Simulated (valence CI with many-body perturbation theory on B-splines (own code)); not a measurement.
# Mo¹⁸⁺: one-electron terms

Computed by valence CI with perturbative core correlation (CI+MBPT): six valence electrons over a frozen Dirac-Fock core [Ar], radial functions for each j: 7 s, 7 p, 8 d, 6 f, 4 g, 1 h, with the one-electron correlation potential Σ1, the two-electron term Σ2, the three-electron term Σ3, Breit, model QED; selected CI, second order for the rest, scaled by the run's own slope (own B-spline code, finite nucleus).

No measured spectrum was set against this ion. As an estimate, terms of the open shell hold to 2 to 4 % of their energy, and close levels can change places. Core correlation moves these levels by up to 9500 cm⁻¹, and in measured spectra 5 to 20 % of such shifts remained as error; rates that hang on mixing are uncertain with them. Among the levels kept, up to 710 cm⁻¹ of a level comes from second order outside the variational space, and about a tenth of that is noise between levels of different J, which matters for small intervals. Only levels of the ground parity were solved; by the run's estimate the other parity begins above the list, which can be wrong where configurations are misplaced.

These are the spectroscopic orbitals of the CI (the correlating ones are not listed), shaped by the core and the other valence electrons. h is the expectation value of the core's Dirac-Fock operator, without the valence repulsion; Σ1 is computed up to l = 3 at one energy for each symmetry, that of its lowest orbital but kept below the first core excitation, so for empty shells it is not the orbital's own correlation shift; Breit and QED include the response of the core.

```
Orbital  h (hartree)  Σ1 (cm⁻¹)  Breit (cm⁻¹)  QED (cm⁻¹)  ⟨r⟩ (bohr)
  4s1/2      -23.355      -6191          1060         758      0.8650
  5s1/2      -13.958      -2234           503         363       1.458
  6s1/2      -9.2903      -1089           272         198       2.214
  4p1/2      -22.088      -7071          1601       -57.0      0.8814
  5p1/2      -13.346      -2624           788       -27.3       1.495
  6p1/2      -8.9504      -1297           436       -14.9       2.271
  4p3/2      -21.805      -6844          1008        14.8      0.8940
  5p3/2      -13.214      -2579           497         7.7       1.510
  6p3/2       -8.878      -1283           284         4.4       2.290
  3d3/2      -39.476     -20496          2324        -314      0.3735
  4d3/2      -19.906      -6891           698       -69.6      0.9012
  5d3/2      -12.317      -2815           341       -32.1       1.562
  3d5/2      -39.299     -20045           845        -216      0.3760
  4d5/2       -19.85      -6817           304       -43.5      0.9043
  5d5/2      -12.289      -2784           149       -19.8       1.566
  4f5/2      -18.039     -10652           4.2       -26.3      0.8748
  5f5/2      -11.487      -5039           2.0       -14.6       1.567
  4f7/2      -18.027     -10163         -86.0       -19.4      0.8756
  5f7/2      -11.479      -4779         -46.0       -10.9       1.569
  5g7/2      -11.064                     -0.2        -1.8       1.438
  5g9/2      -11.061                     -4.5        -0.2       1.438
```

Among the shells of the start configuration 3d6, Σ1 is largest in size for 3d3/2, where it is 0.24 % of h.

Lowest root of each symmetry, sizes in configuration state functions:

```
J  Parity  Roots  Reference  Variational  Second order  Change by selected CI (cm⁻¹)  Change by second order (cm⁻¹)
0    even      5         26        15470        704531                        -24001                            -29
1    even      4         60        34009       1107675                        -23870                            -45
2    even      8         86        32827       2610397                        -23247                           -339
3    even      6         88        32506       2671227                        -22582                           -495
4    even      7         77        32367       1952786                        -22680                           -514
5    even      2         52        32081       2083245                        -24696                           -420
6    even      2         31        32040       1816124                        -25375                           -183
```
